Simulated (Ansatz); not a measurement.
CH3BFNO can be A, `NC1(F)BO1`, or B, `C=NB(O)F`.

Calculated with Ansatz (gas phase, PBE0-D4/def2-TZVP geometries, no zero-point term in ΔE). CCSD(T)/CBS adds triple-zeta CCSD(T) − MP2 to the extrapolated MP2 energy (def2 sets, frozen cores). Functionals use def2-TZVPP. B3LYP here is the variant with VWN-RPA as its local correlation; programs differ in this. One conformer a species, not always the lowest.

(1) Which isomer does CCSD(T)/CBS put lower? Give the gap. (An estimate is asked.)

(2) Give E(B) − E(A) in kcal/mol with LDA (SPW92), B3LYP-D4, r2SCAN-D4, PBE0-D4, MP2/def2-TZVPP, B3LYP, HF/def2-TZVPP. (An estimate is asked.)

(3) Does the order hold for the free energy at 298.15 K (harmonic terms from PBE0-D4)? (Estimate.)

Largest T1 diagnostic: 0.015.

Answers

(1) The calculation gave: B, by 82.9 kcal/mol.

(2) Computed: LDA (SPW92) -71.7, B3LYP-D4 -83.1, r2SCAN-D4 -79.2, PBE0-D4 -77.5, MP2/def2-TZVPP -83.1, B3LYP -83.1, HF/def2-TZVPP -91.4. None reverses the order clearly.

(3) Computed: Yes: G(B) − G(A) = -82.8 kcal/mol, for one conformer each.

From PBE to PBE0 (25 % exact exchange), in def2-TZVPP and without D4, E(B) − E(A) moves by −2.0 kcal/mol. At CCSD(T), def2-SVP lies −1.3 kcal/mol from the extrapolated value and def2-TZVPP −0.4 kcal/mol.
